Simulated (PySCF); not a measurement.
Below is a simulated gas-phase C 1s photoelectron spectrum of `CC(C)CCCF`.

Every computed line was given a Gaussian of 0.5 eV full width at half maximum and an area set by the number of equivalent atoms; the highest printed point is 100. Method used: PySCF, delta-SCF UKS SCAN, pcX-2 on the ionised atom, pcseg-1 elsewhere, spin-free X2C.

| binding energy (eV) | intensity |
| --- | --- |
| 289.7 | 0 |
| 289.8 | 1 |
| 289.9 | 4 |
| 290.0 | 12 |
| 290.1 | 27 |
| 290.2 | 50 |
| 290.3 | 76 |
| 290.4 | 95 |
| 290.5 | 100 |
| 290.6 | 89 |
| 290.7 | 68 |
| 290.8 | 45 |
| 290.9 | 26 |
| 291.0 | 13 |
| 291.1 | 6 |
| 291.2 | 2 |
| 291.3 | 1 |
| 291.4 | 0 |
| 291.5 | 0 |
| 291.6 | 0 |
| 291.7 | 0 |
| 291.8 | 0 |
| 291.9 | 0 |
| 292.0 | 0 |
| 292.1 | 0 |
| 292.2 | 0 |
| 292.3 | 0 |
| 292.4 | 1 |
| 292.5 | 3 |
| 292.6 | 7 |
| 292.7 | 12 |
| 292.8 | 19 |
| 292.9 | 23 |
| 293.0 | 22 |
| 293.1 | 17 |
| 293.2 | 11 |
| 293.3 | 5 |
| 293.4 | 2 |
| 293.5 | 1 |
| 293.6 | 0 |

Q: Count the maxima, the lines and the sites behind this envelope.

A: The curve has 2 maxima (at 290.5 and 292.9 eV). Under it lie 5 lines from 5 inequivalent carbon sites. At this width some lines have no maximum of their own.

Q: Decompose the envelope and assign each component. Numbering: `[CH3:1][CH:2]([CH3:3])[CH2:4][CH2:5][CH2:6][F:7]`.

A: 
```tsv
position (eV)	relative area	line	atoms	environment
290.36	1	C 1s	C4	chain CH2 carbon
290.44	2	C 1s	C1/C3	methyl carbon
290.52	1	C 1s	C2	sp3 CH carbon
290.72	1	C 1s	C5	chain CH2 carbon
292.94	1	C 1s	C6	sp3 C–F carbon
```

Q: What are the centre and the root-mean-square width of the whole band?

A: The area-weighted mean of the lines is 290.90 eV. Their own spread about it is 0.92 eV (rms) and each Gaussian has σ = 0.5/2.355 = 0.21 eV; the variances add, which gives 0.94 eV.

Lowest listed C 1s: C4, bonded to 2 C and 2 H. Highest, 2.58 eV above it: C6, bonded to F, C and 2 H. The widest gap between neighbouring values is 2.22 eV, between 290.72 and 292.94 eV.

The curve has no shake-up lines and no vibrational structure. Topologically equivalent atoms share the value of their first member; where this conformer doesn't relate them by symmetry, their own values could differ. The structure is a single PBE0-D3(BJ)/def2-SVP conformer in the gas phase; no vibrational or solvent corrections.

Hardware: one thread of an Arm Neoverse V1, no GPU (shared host). Cost: 66 s of wall time.

Shape of the structure used: `[CH3:1][CH:2]([CH3:3])[CH2:4][CH2:5][CH2:6][F:7]`: C1–C2–C4–C5 -61°, C2–C4–C5–C6 -172°, C4–C5–C6–F7 62°.
